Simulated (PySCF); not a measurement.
C8H7Cl.
Numbering: `[Cl:1][C:2]1=[CH:3]/[CH:4]=[CH:5]\[CH:6]=[CH:7]/[CH:8]=[CH:9]\1` (hydrogens: H10 on C3; H11 on C4; H12 on C5; H13 on C6; H14 on C7; H15 on C8; H16 on C9)

Computed by this run: PySCF, PBE/def2-SV(P) geometry optimisation, gas phase; density fitting, grid level 1; the optimiser is geomeTRIC in internal coordinates, started from a GFN2-xTB structure.

Step 0: E = -20903.9256 eV
```
atom  x, y, z in Å  |  force x, y, z in eV/Å
Cl1     5.1613    0.9422    2.5476    0.429   0.072   0.271
C2      3.7764    0.6717    1.5200    0.466   0.967   0.185
C3      3.2894   -0.5547    1.3831   -0.753  -0.818  -0.368
C4      2.1658   -0.9027    0.5103    1.088  -0.096   0.216
C5      0.9453   -0.3838    0.5791   -0.839   0.655   0.296
C6      0.4899    0.6270    1.5366   -0.102  -1.038  -0.366
C7      0.9980    1.8437    1.6967    0.664   0.860  -0.087
C8      2.1135    2.4113    0.9376   -1.015   0.001   0.259
C9      3.3317    1.8921    0.8409    0.745  -0.615   0.093
H10     3.7628   -1.3840    1.8931    0.498  -0.547   0.407
H11     2.3694   -1.7053   -0.1888    0.027  -0.660  -0.574
H12     0.1677   -0.7717   -0.0691   -0.539  -0.412  -0.532
H13    -0.3910    0.3430    2.1012   -0.718  -0.090   0.467
H14     0.5249    2.5323    2.3873   -0.483   0.467   0.536
H15     1.9019    3.3610    0.4596   -0.022   0.775  -0.377
H16     4.1080    2.4174    0.2989    0.556   0.479  -0.426
```

Step 1: E = -20904.1336 eV
```
atom  x, y, z in Å  |  force x, y, z in eV/Å
Cl1     5.2875    0.9085    2.4944   -0.227  -0.051  -0.165
C2      3.8256    0.6710    1.5107    0.132   0.024   0.101
C3      3.3209   -0.5760    1.3625    0.127  -0.086   0.152
C4      2.1637   -0.9374    0.5319    0.012  -0.075  -0.116
C5      0.9144   -0.4154    0.5980   -0.073  -0.060  -0.104
C6      0.4367    0.6322    1.5099   -0.099  -0.011   0.102
C7      0.9583    1.8720    1.6778   -0.045   0.061   0.111
C8      2.1143    2.4402    0.9700   -0.027   0.111  -0.063
C9      3.3584    1.9160    0.8772    0.132   0.086  -0.036
H10     3.8619   -1.4077    1.8539    0.002   0.018  -0.041
H11     2.3269   -1.7865   -0.1641   -0.012   0.029   0.051
H12     0.1378   -0.8713   -0.0507    0.042  -0.004   0.048
H13    -0.4979    0.3949    2.0593    0.025   0.027  -0.050
H14     0.4180    2.5695    2.3503    0.009  -0.022  -0.052
H15     1.9481    3.4345    0.5046    0.027  -0.046   0.034
H16     4.1403    2.4948    0.3479   -0.024   0.001   0.027
```

**Question.** Estimate the geometry and energy of step 2. (The exact step hangs on the optimiser's Hessian estimate; all steps are aligned on step 1, rigid shifts and turns removed.)

**Answer.** E = -20904.1387 eV, largest force 0.155 eV/Å
```
atom  x, y, z in Å  |  force x, y, z in eV/Å
Cl1     5.2904    0.8831    2.4696   -0.027   0.070  -0.035
C2      3.8250    0.6712    1.5025    0.121  -0.055   0.080
C3      3.3298   -0.5812    1.3609   -0.089   0.009  -0.038
C4      2.1649   -0.9465    0.5385    0.010  -0.014  -0.003
C5      0.9147   -0.4231    0.6045   -0.016   0.014  -0.030
C6      0.4307    0.6366    1.5050    0.008  -0.019   0.021
C7      0.9509    1.8784    1.6744    0.022  -0.009   0.017
C8      2.1152    2.4503    0.9782   -0.012   0.013  -0.023
C9      3.3608    1.9268    0.8827    0.004  -0.019   0.009
H10     3.8834   -1.4097    1.8416    0.001   0.018  -0.027
H11     2.3233   -1.8015   -0.1488   -0.012  -0.009   0.019
H12     0.1398   -0.8897   -0.0357   -0.001  -0.006   0.016
H13    -0.5123    0.4073    2.0403   -0.006   0.007  -0.020
H14     0.4001    2.5773    2.3345   -0.008   0.001  -0.023
H15     1.9549    3.4479    0.5221    0.006   0.003   0.021
H16     4.1433    2.5123    0.3636   -0.003  -0.004   0.017
```

The energy changes by -0.0051 eV. The first-order estimate −F·Δx gives -0.0106 eV and the mean of the old and new forces, exact on a quadratic surface, -0.0050 eV. The step makes an angle of 76° with the force vector and moves no atom by more than 0.036 Å.

What follows is the cost of the whole optimisation. The run took 78 s on one thread, Arm Neoverse V1 (aarch64), no GPU, shared host with 64 logical CPUs at a one-minute load of 9.9, and the process peaked at 0.59 GiB of memory.
